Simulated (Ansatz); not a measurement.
Gas-phase electronic energies from Ansatz, PBE0-D4/def2-TZVP geometries. CBS: MP2 limit from def2 TZ/QZ plus the TZ coupled-cluster correction, frozen cores. DFT in def2-TZVPP. B3LYP here is the variant with VWN-RPA as its local correlation; programs differ in this. For Br, Ga, Mg outer-core shells are correlated without core-valence functions, which leaves a few kJ/mol of doubt a bond. Scalar relativity is left out up to krypton. Each species was taken in one conformer, which may not be the lowest.

Consider the redistribution: `[F][Ga]([SH])[Br]` + `C[O][Mg][F]` → `[F][Ga]([F])[SH]` + `C[O][Mg][Br]`.

```
             level  ΔE (kJ/mol)  difference from CCSD(T)/CBS
          B3LYP-D4         18.2                          1.3
        r2SCANh-D4         11.2                         -5.7
          BHLYP-D4         13.1                         -3.8
               PBE         16.6                         -0.3
           LC-ωPBE         11.1                         -5.8
RPA@PBE/def2-TZVPP         12.1                         -4.8
     HF/def2-TZVPP         -4.5                        -21.4
    MP2/def2-TZVPP         15.2                         -1.7
CCSD(T)/def2-TZVPP         11.6                         -5.3
    MP2/def2-QZVPP         18.7                          1.8
       CCSD(T)/CBS         16.9                            0
```

Largest T1 diagnostic among the species: 0.014.

From PBE to PBE0 (25 % exact exchange), in def2-TZVPP and without D4, ΔE moves by −4.1 kJ/mol. The D4 term adds +4.6 kJ/mol with B3LYP and +2.4 kJ/mol with PBE0; it sums over pairs of atoms, weighted by their polarisabilities, and B3LYP, whose exchange is more repulsive, gets the larger term.

CCSD(T)/CBS has its own doubt, a few kJ/mol and more with outer-core shells, so smaller differences from it don't rank the levels.
